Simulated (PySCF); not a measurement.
Excitation energy of P by level of theory

P [Ne] 3s2 3p3 (4S) → P [Ne] 3s2 3p2 3d1 (high-spin determinant), as a difference of total energies. All numbers are calculated (PySCF 2.14, the spin-free X2C one-electron Hamiltonian (Gaussian nucleus), in dyall-acv3z). Correlated levels: valence: [Ne] frozen; valence and next inner shell: 1s2 frozen; virtual orbitals above 40 to 60 times the deepest correlated orbital energy dropped. The calculations carry no spin-orbit coupling.

```json
{"method": "UHF", "excitation energy (eV)": "9.257"}
{"method": "LDA", "excitation energy (eV)": "8.741"}
{"method": "PBE", "excitation energy (eV)": "8.669"}
{"method": "PBE0", "excitation energy (eV)": "8.916"}
{"method": "r2SCAN", "excitation energy (eV)": "9.110"}
{"method": "MN15", "excitation energy (eV)": "9.138"}
{"method": "BP86", "excitation energy (eV)": "8.627"}
{"method": "M06-2X", "excitation energy (eV)": "9.008"}
{"method": "MP2 (valence)", "excitation energy (eV)": "9.322"}
{"method": "SCS-MP2 (valence)", "excitation energy (eV)": "9.263"}
{"method": "MP2 (valence and next inner shell)", "excitation energy (eV)": "9.328"}
{"method": "SCS-MP2 (valence and next inner shell)", "excitation energy (eV)": "9.272"}
```

Q: How much does correlation contribute at MP2 (valence and next inner shell)?

A: 9.328 − (9.257) = 0.071 eV, measured against UHF.

A first-order spin-orbit estimate (lowest level to lowest level, LS coupling) adds -0.022 eV.

The promoted electron is Rydberg-like, and one or two diffuse shells describe it only roughly, which tends to raise the upper state.

In the upper state the promoted electron has a positive orbital energy at LDA, PBE, PBE0, r2SCAN, MN15, BP86, so the basis confines it.

The determinant of the upper state mixes LS terms, which raises its energy above the lowest term, most at the Hartree-Fock and MP2 levels.
